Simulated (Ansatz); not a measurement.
# A cut through the energy surface

MgBH2I (SMILES [MgH][BH]I), singlet, at its PBE0-D4/def2-TZVP minimum:

```xyz
5
angstrom
Mg -1.0730 0.6771 -0.5597
B 0.4899 -0.7544 0.2334
I 2.1536 0.1954 1.2009
H -2.2025 1.8243 -1.1266
H 0.6321 -1.9423 0.2521
```

The bond length Mg1–H4 (1.707 Å at the minimum) is set to the values below, the two halves moving rigidly along the bond. Each method's energies count from its own value at the PBE0-D4 minimum structure. Ansatz 0.2.0; basis: def2-TZVPP; cores frozen in the correlated methods. Filled d shells of the heavier atoms are correlated. Core potentials replace the inner electrons of the atoms past krypton. The outer core shell of Li, Na, Mg and K is correlated. The def2 sets are not built for correlating such inner shells, so the correlated values are less sure here. B3LYP uses VWN-RPA correlation.

CCSD(T) energies along the scan:
```csv
bond length (Å),CCSD(T) (kJ/mol)
1.536,14.4
1.570,8.6
1.621,2.9
1.679,0.1
1.744,0.9
1.814,5.2
1.888,12.9
1.967,23.7
2.048,36.8
```
They count from the CCSD(T) energy at the PBE0-D4 minimum.

Minimum and curvature along this coordinate at CCSD(T): A fifth-order fit through the nearest points gives 1.698 Å, with a curvature of about 9.3 eV/Å².

Treat the two halves as rigid bodies and work out the harmonic wavenumber of this stretch from that curvature (ν̃ = 521.5 √(k/μ) cm⁻¹ with k in eV/Å² and μ in u).

The halves weigh 163.03 and 1.01 u, so μ = 163.03 × 1.01/164.04 = 1.004 u and ν̃ = 521.5 √(9.3/1.004) ≈ 1600 cm⁻¹. A true normal mode mixes in other motions, so this is a guide only.

Largest difference from the CCSD(T) curve over the scan: PBE0-D4 1.9; B3LYP-D4 1.1; wB97M-V 1.8; HF 2.6 kJ/mol. Each curve counts from its own value at the minimum.

No T1 diagnostic of these runs exceeds 0.013.

For scale, one of the runs: CCSD(T)/def2-TZVPP, 141 basis functions (an equivalent command: `ansatz run in.yaml --threads 2`). The run took 63 s on 2 CPU threads (shared host), with 1.1 GiB of host memory at its peak.
